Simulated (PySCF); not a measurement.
A side-by-side comparison of computed properties.

First species: (chloromethyl)oxirane, C3H5ClO.
SMILES: `ClC[C@@H]1CO1`

Second species: C₈H₉ (charge +1).
SMILES with atom numbers: `[CH2:1]=[CH:2][C:3]1=[CH:4][CH+:5][CH2:6][CH:7]=[CH:8]1` (hydrogens: H9, H10 on C1; H11 on C2; H12 on C4; H13 on C5; H14, H15 on C6; H16 on C7; H17 on C8)

Levels: CAM-B3LYP/def2-SVPD for HOMO energy, LUMO energy, HOMO–LUMO gap, static isotropic polarisability and electronic spatial extent ⟨r²⟩ about the centre of nuclear charge; TDDFT CAM-B3LYP/def2-SVPD for lowest singlet excitation; TDA CAM-B3LYP/def2-SVPD for lowest triplet excitation (Tamm–Dancoff); GFN2-xTB for rotational constant A and rotational constant C. Geometries: GFN2-xTB. Each species is one conformer at its optimised geometry, gas phase, non-relativistic unless stated. Electronic properties by PySCF.

The conformers computed, where there is a choice (atom-mapped SMILES and torsion angles):
- `[Cl:1][CH2:2][C@@H:3]1[CH2:4][O:5]1`: Cl1–C2–C3–C4 -86°
- `[CH2:1]=[CH:2][C:3]1=[CH:4][CH+:5][CH2:6][CH:7]=[CH:8]1`: C1–C2–C3–C4 -177°

| property | column X | column Y |
| --- | --- | --- |
| HOMO energy | -13.69 eV | -9.71 eV |
| LUMO energy | -7.12 eV | 1.22 eV |
| HOMO–LUMO gap | 6.57 eV | 10.93 eV |
| lowest singlet excitation | 4.11 eV | 7.34 eV |
| lowest triplet excitation (Tamm–Dancoff) | 2.50 eV | 6.66 eV |
| static isotropic polarisability | 97.1 au | 52.4 au |
| electronic spatial extent ⟨r²⟩ about the centre of nuclear charge | 984 bohr² | 602 bohr² |
| rotational constant A | 4.952 GHz | 12.910 GHz |
| rotational constant C | 1.177 GHz | 1.931 GHz |

(1) Which column belongs to which species?

(2) How does each property change from the first species to the second?

Results:

(1) Column X is the second species and column Y the first. The first has 10 atoms and 48 electrons, the second 17 and 56; their charges are 0 and +1, their HOMO energies -9.71 eV and -13.69 eV.

(2) HOMO energy -3.98 eV; LUMO energy -8.34 eV; HOMO–LUMO gap -4.36 eV; lowest singlet excitation -3.23 eV; lowest triplet excitation (Tamm–Dancoff) -4.16 eV; static isotropic polarisability +44.7 au; electronic spatial extent ⟨r²⟩ about the centre of nuclear charge +382 bohr²; rotational constant A -7.958 GHz; rotational constant C -0.754 GHz.

On the first: No computed singlet falls in the visible range (750 to 380 nm, 1.65 to 3.26 eV); S1 lies 4.08 eV above its blue end. The principal polarisabilities are 45.7, 50.3 and 61.2 au; their mean is the isotropic value.

On the second: The polarisability is 14.38 Å³ as a volume (1 au = 0.148185 Å³), or 1.73 au for each of the 56 electrons. The principal polarisabilities are 50.4, 86.6 and 154.2 au; their mean is the isotropic value.
